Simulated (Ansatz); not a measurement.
Diatomic CS-, multiplicity 2 (lowest of 2S+1 = 2, 4 at CCSD(T)/def2-TZVPP on PBE0 minima; our sources give no spin for the ground state, which may be another).

Constants: fifth-degree fit in 1/R to seven points, most abundant isotopes. In def2 and cc sets the state is the lowest found near the PBE0 minimum, followed along R.

The values were computed with Ansatz (a first-principles code) with Gaussian orbitals. Values without a source in brackets are computed.

Energies at BHLYP/def2-TZVPP:

```tsv
R (Å)	E (hartree)
1.510155	-436.20411052
1.550751	-436.20984766
1.588099	-436.21242881
1.630318	-436.21283301
1.672537	-436.21109855
1.721252	-436.20702495
1.778086	-436.20016507
```

With a reduced mass of 8.7252 u, find the minimum, the force constant and the constants.

A fifth-degree polynomial in 1/R puts the minimum at r_e = 1.6161 Å with force constant 564 N/m. Then ω_e = (1/2πc)√(k/μ) = 1047 cm⁻¹ and B_e = h/(8π²cμr_e²) = 0.7398 cm⁻¹; the cubic and quartic terms give α_e = 0.0061 and ω_e x_e = 5.7 cm⁻¹.
